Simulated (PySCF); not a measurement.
Atoms are numbered as in `[CH2:1]=[CH:2][O:3][C:4](=[O:5])[c:6]1[cH:7][cH:8][cH:9][cH:10][cH:11]1`; H(Xn) means a hydrogen on atom n. Ha(C1) is cis to O3; Hb(C1) is trans to O3.

- shielding tensors at PBE0/pcSseg-1 (GIAO)
- coordinates at the GFN2-xTB level
- program: PySCF 2.14
- single conformer, non-relativistic, no solvent, one averaged value for each set of equivalent atoms

Scale: TMS for 13C (σref 186.93), 1H (σref 31.72); H2O for 17O (σref 336.08) (reference shieldings calculated alike).

```
       atoms  nucleus  count  Hirshfeld charge  δ (ppm)
          C9      13C      1             -0.03    139.7
      Hb(C1)       1H      1              0.06     4.99
H(C8)/H(C10)       1H      2              0.05        ?
          O5      17O      1             -0.24    407.1
          C2      13C      1              0.03        ?
      C7/C11      13C      2             -0.04        ?
       H(C9)       1H      1              0.06        ?
          O3      17O      1             -0.07    248.3
          C1      13C      1             -0.12    101.5
      Ha(C1)       1H      1              0.05     5.28
          C4      13C      1              0.21    168.2
H(C7)/H(C11)       1H      2              0.05     8.64
      C8/C10      13C      2             -0.04        ?
          C6      13C      1             -0.02    133.6
       H(C2)       1H      1              0.05     8.26
```

Estimate the values marked ?.

Results:


- C2: 149.6 ppm, alkene carbon bearing oxygen; an sp2 carbon further deshielded by the attached heteroatom
- C7/C11: 137.3 ppm, aromatic CH; the aromatic region
- C8/C10: 133.8 ppm, aromatic CH; the aromatic region
- H(C9): 7.88 ppm, hydrogen on an aromatic CH; ring-current deshielding
- H(C8)/H(C10): 7.80 ppm, hydrogen on an aromatic CH; it sits in the deshielding region of the aromatic ring current

Shifts are as computed. Against solution values, carbons near 30 ppm lie about +3 ppm off and those near 130 ppm about +5 ppm. Of 1211 compounds with measured shifts, 218 miss one by over three times the rms of a fit or turn the order of signals round; such compounds aren't used in these exercises. Unscaled 17O shifts of doubly bonded oxygen tend to come out too high, by tens of ppm or more. Experimental scales use liquid or dissolved standards, which lie at an offset from isolated H2O (liquid H2O: subtract about 36 ppm).
